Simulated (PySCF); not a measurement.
Species: AsH3.
SMILES with atom numbers: `[AsH3:1]` (hydrogens: H2, H3, H4 on As1)

Method: PBE0-D3(BJ)/def2-SVP geometry optimisation, gas phase in PySCF; density fitting, grid level 1; the optimiser is geomeTRIC in internal coordinates, started from a GFN2-xTB structure.

Step 0: E = -60874.7863 eV
```
atom  x, y, z in Å  |  force x, y, z in eV/Å
As1     0.0058    0.0063    0.6504   -0.003   0.002   0.585
H2     -0.1519    1.2031   -0.2329   -0.077   0.600  -0.199
H3     -0.9643   -0.7351   -0.2143   -0.479  -0.366  -0.187
H4      1.1206   -0.4695   -0.2260    0.558  -0.236  -0.198
```

Q: Estimate the geometry and energy of step 1. (The exact step hangs on the optimiser's Hessian estimate; all steps are aligned on step 0, rigid shifts and turns removed.)

A: E = -60874.8235 eV, largest force 0.368 eV/Å
```
atom  x, y, z in Å  |  force x, y, z in eV/Å
As1     0.0055    0.0062    0.6407    0.000  -0.003  -0.368
H2     -0.1592    1.2614   -0.2301    0.019  -0.150   0.124
H3     -1.0107   -0.7706   -0.2105    0.121   0.092   0.121
H4      1.1745   -0.4922   -0.2229   -0.140   0.060   0.123
```

The energy changes by -0.0372 eV. The first-order estimate −F·Δx gives -0.0986 eV and the mean of the old and new forces, exact on a quadratic surface, -0.0384 eV. The step makes an angle of 39° with the force vector and moves no atom by more than 0.059 Å.

The cost below is that of the whole optimisation. On one thread of an Intel Xeon 6975P-C, no GPU, shared host, this took 1.7 s and 0.28 GiB of memory at its peak.
